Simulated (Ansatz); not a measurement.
Two structures, one formula

The two ends of one reaction step of GeH6Se, singlet (PBE0-D4/def2-TZVP).

A:

```
8
angstrom
Ge -0.7867 0.7856 0.3361
H 0.6831 -2.0250 -2.0931
H -2.0770 -0.0402 0.3953
H -0.9976 2.1628 0.9816
H -0.3144 0.9497 -1.1151
H 0.8379 -1.8570 -1.3811
Se 0.7855 -0.4659 1.5696
H 1.8691 0.4900 1.3067
```

B:

Ge1  (-1.016, 0.643, -0.854)
H2  (0.110, -0.179, -1.495)
H3  (-1.935, -0.279, -0.044)
H4  (-0.414, 1.717, 0.060)
H5  (-1.832, 1.325, -1.965)
H6  (1.632, -2.012, 0.855)
Se7  (1.243, -1.111, 1.945)
H8  (2.211, -0.104, 1.498)
(Å)

Ansatz 0.2.0; basis: def2-TZVPP; cores frozen in the correlated methods. Filled d shells of the heavier atoms are correlated. The def2 sets are not built for correlating such inner shells, so the correlated values are less sure here. B3LYP uses VWN-RPA correlation.

(1) Which structure is lower at CCSD(T), and by how much? (An estimate is asked for; the value comes from the calculation.)

No T1 diagnostic of these runs exceeds 0.010.

Results:

(1) Computed: A, by 0.304 eV (electronic energy, against the other). By their contacts, A is a complex of GeH₄Se ([GeH3][SeH]) + H₂ and B is a complex of GeH₄ + H₂Se.

All methods give the same order:

```tsv
method	E(B) − E(A) (eV)
SPW92	0.272
PBE-D4	0.369
BLYP-D4	0.353
r2SCAN-D4	0.357
B97M-V	0.218
PBE0-D4	0.351
B3LYP-D4	0.331
r2SCAN0-D4	0.350
BHLYP-D4	0.313
CAM-B3LYP-D4	0.257
wB97X-V	0.299
wB97M-V	0.311
B2PLYP	0.324
PBE-QIDH	0.355
RPA on PBE	0.266
HF	0.225
MP2	0.396
CCSD	0.272
CCSD(T)	0.304
```

Labels in which every atom is bracketed show which atoms are joined, not bond orders.

For scale, one of the runs: CCSD(T)/def2-TZVPP, 180 basis functions, launched by `ansatz run in.yaml --threads 4 --pin off --events-out ev --progress --plain --max-ram 9574MiB`. Hardware: 4 CPU threads of an Arm Neoverse V1, shared host. Wall time 43 s; peak host memory 1.7 GiB.
